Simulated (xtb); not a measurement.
H3N, charge +1, doublet, at a GFN2-xTB geometry (a state made from the parent by changing its charge; the spin is typed, not shown lowest), atoms displaced at random by about 0.02 Å a coordinate. Base run: GFN2-xTB run with xtb.

Input for xtb:
```
$ xtb mol.xyz --gfn 2 --chrg 1 --uhf 1 --opt --json

# file mol.xyz
4

N     -0.00554230    -0.02309500     0.02891739
H      0.05039167     0.99282782    -0.00743967
H      0.86878468    -0.51978267     0.01972506
H     -0.88973555    -0.52647678     0.01094454
```

Variants of this job, named by their change:

```json
[
 {"change": "base", "ΔE vs base (kcal/mol)": "0.000", "optimiser steps": "7"},
 {"change": "engine = inertial", "ΔE vs base (kcal/mol)": "0.000", "optimiser steps": "-"},
 {"change": "opt level = extreme", "ΔE vs base (kcal/mol)": "0.000", "optimiser steps": "8"},
 {"change": "opt level = sloppy", "ΔE vs base (kcal/mol)": "0.010", "optimiser steps": "5"},
 {"change": "alpb = thf", "ΔE vs base (kcal/mol)": "-75.1", "optimiser steps": "7"},
 {"change": "opt level = tight", "ΔE vs base (kcal/mol)": "0.000", "optimiser steps": "7"},
 {"change": "opt level = vtight", "ΔE vs base (kcal/mol)": "0.000", "optimiser steps": "8"},
 {"change": "opt level = lax", "ΔE vs base (kcal/mol)": "0.010", "optimiser steps": "5"},
 {"change": "opt level = crude", "ΔE vs base (kcal/mol)": "0.022", "optimiser steps": "4"},
 {"change": "alpb = ch2cl2", "ΔE vs base (kcal/mol)": "-68.5", "optimiser steps": "6"}
]
```
